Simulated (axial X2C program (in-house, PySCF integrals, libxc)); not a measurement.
Low determinants of VBr at the PBE0 level, two-component

Calculated with an axial X2C code built on PySCF integrals. Two-component (2c) means X2C with spin–orbit coupling and atomic mean-field two-electron Coulomb and Gaunt terms. Basis: Br dyall-cv3z [8s9p6d4f1g], V dyall-cv3z [10s10p6d4f2g] (cores contracted in-house); Gaussian nuclei, density fitting, unrestricted open shells. Masses: Br 78.918 u, V 50.944 u.

Search at 2.353 Å (vertical energies from the lowest determinant):

| ΔE (eV) | state | electrons beyond evenly filled partner blocks | electrons in ±ω = 1/2, 3/2, 5/2, 7/2 |
| --- | --- | --- | --- |
| 0.00 | Ω = 1 | ω = -3/2, ω = 5/2 | 40 15 3 0 |
| 0.04 | Ω = 3 | ω = 1/2, ω = 5/2 | 39 16 3 0 |
| 0.05 | Ω = 4 | ω = 3/2, ω = 5/2 | 40 15 3 0 |
| 0.42 | Ω = 2 | ω = -1/2, ω = 5/2 | 39 16 3 0 |
| 0.49 | Ω = 2 | 2 × ω = 1/2, ω = -3/2, ω = 5/2 | 40 15 3 0 |
| 0.92 | Ω = 1 | ω = -1/2, ω = 3/2 | 41 15 2 0 |
| 1.11 | Ω = 0 | 2 × ω = 1/2, ω = 3/2, ω = -5/2 | 40 15 3 0 |

Lowest determinant, Ω = 1 (⟨Sz⟩ = 2.00, ⟨Lz⟩ = -1.00 at PBE0): Re = 2.347 Å, ωe = 309.7 cm⁻¹.

The determinant in row 2 of the search, Ω = 3 (⟨Sz⟩ = 2.00, ⟨Lz⟩ = 1.00 at PBE0), was followed along the bond at PBE0; measured from the minimum of the lowest determinant it gives:

Te = 0.037 eV (296 cm⁻¹), Re = 2.349 Å, ωe = 308.3 cm⁻¹.

(1) Compare the bond of the determinant in row 2 with that of the lowest one.

The search compares states at one distance, so a state with another bond length can lie lower; it is not exhaustive and yields mostly the lowest determinant of each block pattern, so other components and higher states of one pattern are missing. These are energies of single determinants, not of spin-adapted states; PBE0 term energies can be off by some tenths of an eV, and the functional has no current term. Open-shell Ω = 0 determinants with evenly filled partner blocks cannot be reached by this program, so the Ω shown need not be the lowest component. The lowest determinant need not be the ground state where others lie within half an eV.

Results:

(1) At PBE0 its Re is 0.002 Å longer and its force constant, which goes as ωe², is 0.99 times that of the lowest determinant. T0 ≈ Te + Δωe/2 = 296 + (-1) = 295 cm⁻¹.
